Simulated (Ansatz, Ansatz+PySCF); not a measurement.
```yaml
atoms:
  - { symbol: C, position_ang: [0.0000, 0.0000, -1.3300] }
  - { symbol: C, position_ang: [0.0000, 0.0000, 0.0000] }
  - { symbol: N, position_ang: [0.0000, 0.0000, 1.1258] }
```

Basis set: def2-SVP (spherical functions). Correlated methods keep 3 orbitals frozen. Correlation on ROHF uses semicanonical orbitals with singles. Charge 0, multiplicity 2.

Computed with Ansatz (development build ahead of 0.2.0); each method stands on the lowest determinant of its kind that the runs found.

The atomization energy at this shape (free ground-state atoms in the same class of orbitals less the molecule, no zero-point energy) of doublet C2N:

```csv
method,atomization energy
ROHF-CCSD(T),11.62 eV
UHF-CCSD(T),11.60 eV
ROHF-MP2,12.08 eV
UHF-MP2,11.63 eV
ROHF,7.45 eV
```

Q: What does UHF give?

A: 7.51 eV. Caution: the shape is not the minimum. Caution for UHF-CCSD(T), UHF-MP2, UHF: the unrestricted determinant is spin contaminated.
